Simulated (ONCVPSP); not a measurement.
**Before and after: ONCV potential for cerium**

```json
{"Element": "cerium (Ce)", "Generator": "ONCVPSP 4.0.1", "Type": "optimised norm-conserving Vanderbilt (ONCV)", "Functional": "PBE", "Relativity": "scalar-relativistic", "Frozen core": "[Kr]", "Valence charge": "22", "Reference configuration": "4d10 4f1 5s2 5p6 5d1.5 6s1.5", "Partial waves": "5s+6s: rc 2.10 bohr, ncon 4, nbas 7, qcut 5.2 1/bohr, 2 projectors; 5p: rc 2.65 bohr, ncon 4, nbas 8, qcut 6.6 1/bohr, 3 projectors, debl 2.4 Ha; 4d+5d: rc 1.05 bohr, ncon 4, nbas 9, qcut 12.5 1/bohr, 2 projectors; 4f: rc 1.05 bohr, ncon 4, nbas 9, qcut 13.9 1/bohr, local", "Local potential": "the f channel", "Core correction": "polynomial model core, fcfact 0.5"}
```

All-electron outer shells of the reference configuration (PBE, scalar-relativistic, ld1.x):

| shell | level (eV) | outermost node (bohr) | outermost maximum (bohr) |
| --- | --- | --- | --- |
| 4p | -210.20 | 0.33 | 0.62 |
| 4d | -109.62 | 0.31 | 0.66 |
| 5s | -39.75 | 0.75 | 1.37 |
| 5p | -22.45 | 0.81 | 1.55 |
| 4f | -4.54 | – | 0.71 |
| 6s | -3.46 | 1.82 | 3.82 |
| 5d | -2.56 | 0.92 | 2.18 |

Change: f: qcut 9.9.

Cutoffs: the cutoffs (Ha) at which the residual kinetic energy of the hardest occupied pseudo-wave falls to 1 and 0.1 mHa per electron; they do not see the model core or the augmentation charge, which bear on the density cutoff. Errors are all-electron minus pseudo energies relative to the spin-unpolarised reference configuration.

Task: Predict the effect on cutoff, ghosts and configuration errors.

Result: The potential gets harder (90 Ha and 201 Ha → 321 Ha and 416 Ha); both files keep a bound ghost (p, s); of the 4 tests that both files solve, the error grows in 1 and shrinks in 0 by more than 15 % and 0.3 meV (median size 1.1 → 1.1 meV); the range in which the s phases agree widens (upper end 2.6 → at the end of the scan); the range in which the f phases agree narrows (upper end 3.1 → 2.1).

```csv
quantity,base,changed
"cutoff, loose",90 Ha,321 Ha
"cutoff, tight",201 Ha,416 Ha
loose cutoff by channel,"s 11 Ha, p 9.7 Ha, d 68 Ha, f 90 Ha","s 11 Ha, p 9.7 Ha, d 68 Ha, f 321 Ha"
bound ghosts,"s, p","s, p"
GHOST(+) flags under 300 eV,s at 88.5 eV,none
"error for 4d10 4f1 5s2 5p6 5d1 6s2, meV [ΔE -0.40 eV]",+1.1,+1.1
"error for 4d10 4f1 5s2 5p6 5d1 6s1, meV [ΔE 5.67 eV]",+0.5,+0.5
"error for 4d10 4f1 5s2 5p6 5d1 6s0, meV [ΔE 16.75 eV]",-1.1,-1.1
"error for 4d10 4f0 5s2 5p6 5d2 6s1, meV [ΔE 10.83 eV]",+95,+196
s: phases at 2.13 bohr within 0.05 rad from the reference energy up to (Ha; the scan ends near 5),2.6,to the end of the scan
p: phases at 2.69 bohr within 0.05 rad from the reference energy up to (Ha; the scan ends near 5),to the end of the scan,to the end of the scan
d: phases at 1.07 bohr within 0.05 rad from the reference energy up to (Ha; the scan ends near 5),to the end of the scan,to the end of the scan
f: phases at 1.07 bohr within 0.05 rad from the reference energy up to (Ha; the scan ends near 5),3.1,2.1
"rms error of d²Exc/dni dnj with the model core, mHa",0.68,0.79
```

 A true bound ghost makes a file unfit for plane-wave use even where its test errors are small: the radial tests pick states by their node count and pass the ghost by.
